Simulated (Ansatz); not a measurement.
Level of theory: B3LYP-D3(BJ)/def2-TZVP in Ansatz (a first-principles code). No frequencies were computed at this level.

Ansatz 0.2 input:
```yaml
crystal:
  periodic: [false, false, false]
  atoms:
    - { symbol: C, position_ang: [2.379425, -0.617311, 0.282394] }
    - { symbol: C, position_ang: [1.058038, -0.524053, 0.170591] }
    - { symbol: C, position_ang: [0.373791, 0.725005, -0.077654] }
    - { symbol: C, position_ang: [-0.942092, 0.906255, -0.203001] }
    - { symbol: C, position_ang: [-2.01444, -0.126575, -0.118008] }
    - { symbol: H, position_ang: [2.872626, -1.556234, 0.467444] }
    - { symbol: H, position_ang: [3.016148, 0.247965, 0.191975] }
    - { symbol: H, position_ang: [0.453284, -1.414835, 0.267397] }
    - { symbol: H, position_ang: [1.023344, 1.587457, -0.16668] }
    - { symbol: H, position_ang: [-1.307846, 1.908976, -0.388809] }
    - { symbol: H, position_ang: [-2.582448, -0.145436, -1.048743] }
    - { symbol: H, position_ang: [-1.620274, -1.120215, 0.068448] }
    - { symbol: H, position_ang: [-2.709556, 0.129, 0.682462] }
basis:
  gaussian: { orbitals: def2-tzvp }
hamiltonian:
  xc: b3lyp
  dispersion: d3bj
relax:
  max_steps: 150
```

Output:

```
Functional definition: B3LYP
1252 factors; their error is unknown
mean field evaluation 1: about -5304.5968 eV, gradient 7.1e1 eV
mean field evaluation 2: about -5299.6133 eV, gradient 8.1e1 eV
mean field evaluation 4: about -5316.6888 eV, gradient 7.7e0 eV
mean field evaluation 8: about -5316.8249 eV, gradient 2.0e-1 eV
mean field evaluation 16: about -5316.7986 eV, gradient 4.8e-4 eV
mean field -5316.79861766 eV, -195.3887453435 hartree, gradient 1.7e-5 eV, S^2 0.000000; 0 other end points of the search recorded, 0 dependent functions left out
reference -5316.79889782 eV, -195.3887556391 hartree; 19, 19 occupied and 184, 184 virtual orbitals, 1252 factors
relax step   1: F+E_penalty+E_count = -5317.22582628 eV  Δ(F+E_penalty+E_count) = +0.000e0 eV  max|allowed force component| = 1.941e-1 eV/Å  Δτ_max = 0.0000 Å  (32 SCF iters, accepted)
these checks for a lower state are left out or cut short: starts, cluster_reference, orbital_swaps, neighbouring_geometries, increment
1252 factors; their error is unknown
mean field -5316.80839372 eV, -195.3891046072 hartree, gradient 1.5e-5 eV, S^2 0.000000; 0 other end points of the search recorded, 0 dependent functions left out
reference -5316.80867466 eV, -195.3891149315 hartree; 19, 19 occupied and 184, 184 virtual orbitals, 1252 factors
relax step   2: F+E_penalty+E_count = -5317.23422747 eV  Δ(F+E_penalty+E_count) = -8.401e-3 eV  max|allowed force component| = 1.052e-1 eV/Å  Δτ_max = 0.0141 Å  (33 SCF iters, accepted)
these checks for a lower state are left out or cut short: starts, cluster_reference, orbital_swaps, neighbouring_geometries, increment
1252 factors; their error is unknown
mean field evaluation 32: about -5316.8098 eV, gradient 4.2e-4 eV
mean field -5316.80978185 eV, -195.3891556198 hartree, gradient 1.5e-5 eV, S^2 0.000000; 0 other end points of the search recorded, 0 dependent functions left out
reference -5316.81006306 eV, -195.3891659540 hartree; 19, 19 occupied and 184, 184 virtual orbitals, 1252 factors
relax step   3: F+E_penalty+E_count = -5317.23523533 eV  Δ(F+E_penalty+E_count) = -1.008e-3 eV  max|allowed force component| = 2.870e-2 eV/Å  Δτ_max = 0.0093 Å  (34 SCF iters, accepted)
these checks for a lower state are left out or cut short: starts, cluster_reference, orbital_swaps, neighbouring_geometries, increment
1252 factors; their error is unknown
mean field -5316.80984664 eV, -195.3891580008 hartree, gradient 1.5e-5 eV, S^2 0.000000; 0 other end points of the search recorded, 0 dependent functions left out
reference -5316.81012783 eV, -195.3891683345 hartree; 19, 19 occupied and 184, 184 virtual orbitals, 1252 factors
relax step   4: F+E_penalty+E_count = -5317.23527878 eV  Δ(F+E_penalty+E_count) = -4.345e-5 eV  max|allowed force component| = 6.867e-3 eV/Å  Δτ_max = 0.0019 Å  (34 SCF iters, accepted)
1252 factors; their error is unknown
mean field evaluation 64: about -5316.8099 eV, gradient 6.5e-3 eV
mean field -5316.80984664 eV, -195.3891580008 hartree, gradient 1.5e-5 eV, S^2 0.000000; 1 other end points of the search recorded, 0 dependent functions left out
reference -5316.81012783 eV, -195.3891683345 hartree; 19, 19 occupied and 184, 184 virtual orbitals, 1252 factors
Total energy: -5317.23555997 eV, -195.4048026773 hartree
Atom 0 at     2.389793    -0.624074     0.284227 Å, force     0.002021     0.002969    -0.000322 eV/Å
Atom 1 at     1.063844    -0.516714     0.169854 Å, force    -0.002351     0.006867    -0.001261 eV/Å
Atom 2 at     0.374840     0.736047    -0.079327 Å, force     0.004728    -0.006629     0.001398 eV/Å
Atom 3 at    -0.946347     0.913713    -0.204496 Å, force    -0.005325    -0.005149     0.000425 eV/Å
Atom 4 at    -2.016895    -0.126359    -0.118223 Å, force     0.000970     0.002155    -0.000270 eV/Å
Atom 5 at     2.869531    -1.575495     0.470270 Å, force    -0.003488     0.000894    -0.000398 eV/Å
Atom 6 at     3.035373     0.242215     0.194298 Å, force    -0.000746    -0.003032     0.000426 eV/Å
Atom 7 at     0.460331    -1.412335     0.267518 Å, force     0.001086    -0.000228     0.000116 eV/Å
Atom 8 at     1.015050     1.608739    -0.170663 Å, force    -0.002115     0.000101    -0.000171 eV/Å
Atom 9 at    -1.297808     1.924085    -0.390467 Å, force     0.001654    -0.000364     0.000179 eV/Å
Atom 10 at    -2.596829    -0.159161    -1.045462 Å, force     0.001304     0.000772     0.000739 eV/Å
Atom 11 at    -1.627254    -1.125273     0.068737 Å, force     0.000848     0.001107    -0.000113 eV/Å
Atom 12 at    -2.723629     0.114610     0.681548 Å, force     0.001413     0.000537    -0.000747 eV/Å
Dipole moment:    -0.121706    -0.007397    -0.007763 e Å
```

Cost: very roughly 50 core-seconds.
